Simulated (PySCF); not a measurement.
Job file and geometry (Å, from GFN2-xTB) of an NMR shielding run on `C#CP/C=C/PC(C)C`, C₇H₁₂P₂, PySCF 2.14.0, density-fitted response routines, GIAO PBE0/pcSseg-1 NMR shielding, non-relativistic, gas phase; density fitting, a coarse starting grid and PySCF grid level 2 are the driver's defaults:

```
$ OMP_NUM_THREADS=1 python probes_run.py task.json out

{"job": {"kind": "nmr", "xc": "PBE0", "basis": "pcSseg-1"}, "charge": 0, "multiplicity": 1}
C      5.457102     0.214578    -0.477462
C      4.389069     0.218587    -1.029635
P      2.874418     0.372029    -1.923396
C      1.779395     0.537480    -0.476193
C      0.772561    -0.280991    -0.187041
P     -0.336210    -0.100041     1.239748
C     -1.930755     0.247547     0.293213
C     -2.896468     0.993409     1.207342
C     -2.537055    -1.065507    -0.190240
H      6.378185     0.168677     0.026471
H      2.693295    -1.011339    -2.094181
H      1.963500     1.421665     0.124741
H      0.599917    -1.170105    -0.784920
H     -0.036572     1.251367     1.464937
H     -1.684760     0.876662    -0.571367
H     -3.108162     0.404708     2.098458
H     -2.476065     1.947756     1.520637
H     -3.835740     1.184343     0.690204
H     -2.777002    -1.704419     0.658241
H     -1.846055    -1.601133    -0.838874
H     -3.451520    -0.877964    -0.751154
```

Q: What does the program print?

A: 
```
coarse grid: 18296 points
cycle   1  E = -955.7799565931  dE =  9.371e-01  |g| = 5.001e-01  |ddm| = 4.246e+00
cycle   2  E = -955.7716266428  dE =  8.330e-03  |g| = 5.275e-01  |ddm| = 1.049e+00
cycle   3  E = -955.8455569566  dE = -7.393e-02  |g| = 5.382e-02  |ddm| = 5.523e-01
cycle   4  E = -955.8461253627  dE = -5.684e-04  |g| = 3.124e-02  |ddm| = 9.516e-02
cycle   5  E = -955.8463502142  dE = -2.249e-04  |g| = 1.074e-02  |ddm| = 3.807e-02
cycle   6  E = -955.8463757635  dE = -2.555e-05  |g| = 4.297e-03  |ddm| = 1.356e-02
cycle   7  E = -955.8463800359  dE = -4.272e-06  |g| = 1.355e-03  |ddm| = 4.204e-03
final grid: 166776 points
cycle   8  E = -955.9047988202  dE = -4.607e-05  |g| = 9.930e-03  |ddm| = 4.402e-02
cycle   9  E = -955.9047791729  dE =  1.965e-05  |g| = 1.317e-02  |ddm| = 2.024e-02
cycle  10  E = -955.9048227114  dE = -4.354e-05  |g| = 2.867e-03  |ddm| = 1.255e-02
cycle  11  E = -955.9048247666  dE = -2.055e-06  |g| = 3.774e-04  |ddm| = 2.215e-03
cycle  12  E = -955.9048247970  dE = -3.043e-08  |g| = 1.691e-04  |ddm| = 5.457e-04
cycle  13  E = -955.9048248043  dE = -7.290e-09  |g| = 3.498e-05  |ddm| = 1.884e-04
cycle  14  E = -955.9048248045  dE = -2.294e-10  |g| = 2.006e-05  |ddm| = 5.448e-05
converged SCF energy = -955.9048248045

GIAO shielding tensors (ppm)
atom      isotropic    diamagn.    paramagn.     s11        s22        s33       span
  0 C       84.622     260.353    -175.731      5.642     20.376    227.849    222.208
  1 C      105.069     267.448    -162.378      2.172     15.479    297.557    295.385
  2 P      421.164     962.003    -540.839    364.923    392.237    506.333    141.410
  3 C       48.555     260.900    -212.345    -55.824     59.200    142.290    198.115
  4 C       40.767     264.077    -223.311    -75.363     44.062    153.601    228.964
  5 P      357.487     969.291    -611.804    319.430    341.311    411.721     92.291
  6 C      152.887     252.117     -99.230    141.147    153.678    163.835     22.688
  7 C      162.884     246.588     -83.704    144.319    156.485    187.848     43.528
  8 C      164.143     248.742     -84.600    150.466    156.757    185.205     34.739
  9 H       29.317      34.013      -4.696     24.666     24.858     38.427     13.761
 10 H       26.718      26.683       0.035     22.590     27.172     30.392      7.802
 11 H       25.311      34.763      -9.453     22.071     24.025     29.837      7.766
 12 H       25.073      35.231     -10.158     20.922     23.738     30.560      9.637
 13 H       27.886      34.067      -6.180     23.483     28.507     31.669      8.186
 14 H       29.655      34.829      -5.174     26.305     28.804     33.856      7.551
 15 H       30.709      29.694       1.015     27.229     28.702     36.196      8.967
 16 H       30.468      30.096       0.372     25.321     28.939     37.143     11.821
 17 H       30.386      28.479       1.907     25.950     27.554     37.654     11.704
 18 H       30.779      30.836      -0.057     27.586     28.472     36.278      8.692
 19 H       30.383      32.157      -1.774     24.924     29.890     36.333     11.409
 20 H       30.438      29.876       0.562     26.195     27.529     37.589     11.394
```

Size and cost of the density-fitted run: 227 basis functions, about 2.2 core-minutes.
